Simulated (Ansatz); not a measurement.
Input file for Ansatz (a first-principles code): U-CCSD(T)/cc-pVDZ on GaH3Se (SMILES [GaH2][SeH]), a point of a bond scan (R = 1.717 Å). The run froze 28 orbitals, filled d shells among them.

Ansatz 0.2 input:
```yaml
crystal:
  periodic: [false, false, false]
  atoms:
    - {symbol: Ga, position_ang: [0.27485932, 0.01121965, -1.15295017]}
    - {symbol: H, position_ang: [-0.91161775, -0.63474175, -2.21331404]}
    - {symbol: H, position_ang: [1.66169621, 0.60371444, -1.55587958]}
    - {symbol: Se, position_ang: [-0.30399105, -0.02839877, 1.11359069]}
    - {symbol: H, position_ang: [0.95711690, 0.59005271, 1.55216865]}
basis:
  gaussian:
    orbitals: cc-pVDZ
correlation: {method: ccsd_t, electrons: outside_noble_gas}
scf: {omitted_lower_state_checks: [cluster_reference]}
magnetization: {spin_polarized: true, initial_magnetization: 0}
```

The log:

```
WARN ansatz: RAYON_NUM_THREADS=1 ignored (pool sized by the plan → 1); use --threads N
Functional definition: HF
these checks for a lower state are left out or cut short: cluster_reference
integrals: 0.08 GiB planned
776 factors; integrals over basis functions are off by at most 1.3e-3 eV
mean field: 0.33 GiB planned
mean field evaluation 1: about -117682.8646 eV, gradient 8.8e0 eV
mean field evaluation 2: about -117682.8666 eV, gradient 8.8e0 eV
mean field evaluation 4: about -117683.6437 eV, gradient 9.6e-1 eV
mean field evaluation 8: about -117683.6541 eV, gradient 1.0e-6 eV
mean field -117683.65405927 eV, -4324.7945178324 hartree, gradient 1.2e-6 eV, S^2 0.000000; 0 other end points of the search recorded, 0 dependent functions left out
28 core orbitals not correlated
reference -117683.65405927 eV, -4324.7945178324 hartree; 6, 6 occupied and 35, 35 virtual orbitals, 776 factors
second order -5.04145085 eV of doubles, -0.00000000 eV of singles
coupled cluster: 0.13 GiB planned
cycle   1  -5.68735288 eV  change   -6.5e-1 eV  update   6.7e-2
cycle   2  -5.92438954 eV  change   -2.4e-1 eV  update   2.4e-2
cycle   3  -5.94969812 eV  change   -2.5e-2 eV  update   8.8e-3
cycle   4  -5.94733225 eV  change    2.4e-3 eV  update   3.4e-3
cycle   5  -5.94656671 eV  change    7.7e-4 eV  update   1.3e-3
cycle   6  -5.94640142 eV  change    1.7e-4 eV  update   3.9e-4
cycle   7  -5.94641417 eV  change   -1.3e-5 eV  update   1.2e-4
cycle   8  -5.94644507 eV  change   -3.1e-5 eV  update   3.4e-5
cycle   9  -5.94644087 eV  change    4.2e-6 eV  update   1.0e-5
perturbative correction -0.14804106 eV, -0.0054404087 hartree
Total energy: -117689.74854120 eV, -4325.0184859124 hartree
Checks for a lower state left out: cluster_reference
```

The run converged.

Cost: roughly 3 core-seconds.
